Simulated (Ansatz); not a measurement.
**A van 't Hoff estimate for C4H9Br + SiH2Br2 ⇌ C4H10 + SiHBr3**

Species: C4H9Br (2-bromo-2-methylpropane) `CC(C)(C)Br`, singlet; SiH2Br2 (dibromosilane) `Br[SiH2]Br`, singlet; C4H10 `CC(C)C`, singlet; SiHBr3 `Br[SiH](Br)Br`, singlet. The partners trade Br for H: C–Br and Si–H bonds give way to C–H and Si–Br.

The electronic reaction energy at CCSD(T)/def2-TZVPP is -115.1 kJ/mol. Shapes: PBE0-D4/def2-TZVP. Programs: Ansatz 0.2.0. Enthalpy and entropy come from rigid-rotor, harmonic-oscillator sums on unscaled PBE0-D4/def2-TZVP wavenumbers, ideal gases at 1 bar. Symmetry numbers: C4H9Br 3, SiH2Br2 2, C4H10 3, SiHBr3 3. R = 8.3145 J/(mol K).

```
T (K)  ΔH (kJ/mol)  ΔS (J/(mol K))
  600       -108.1            +0.7
  800       -109.0            -0.5
 1000            ?               ?
```

Q: Work out ln K at 600 and 800 K, and from these estimate it at 1000 K.

A: 
1. 600 K: ΔG = -108.1 − 600 × (+0.7)/1000 = -108.5 kJ/mol; ln K = −ΔG/RT = +21.75.
2. 800 K: ΔG = -109.0 − 800 × (-0.5)/1000 = -108.6 kJ/mol; ln K = −ΔG/RT = +16.33.
3. Slope against 1000/T: (+16.33 − (+21.75))/(1.2500 − 1.6667) = +13.01, that is −ΔH/R with ΔH near -108 kJ/mol.
4. 1000 K: ln K = +21.75 + (+13.01) × (1.0000 − 1.6667) = +13.08.

The full sums give ΔH = -109.7 kJ/mol, ΔS = -1.3 J/(mol K), ΔG = -108.4 kJ/mol and ln K = +13.04 at 1000 K, so the line is off by +0.04 in ln K; without rounding the miss is +0.02, from the change of ΔH with temperature. The products are favoured over this whole range. An error of 10 kJ/mol in the energy moves ln K by 1.2 at 1000 K. Soft modes are treated as harmonic, which can err either way at these temperatures; the lowest are those of C4H9Br (240 cm⁻¹), SiH2Br2 (119 cm⁻¹), C4H10 (214 cm⁻¹), SiHBr3 (106 cm⁻¹). Relativity is left out for Br. Outer-core shells of Br are correlated, in sets that cover them unevenly.
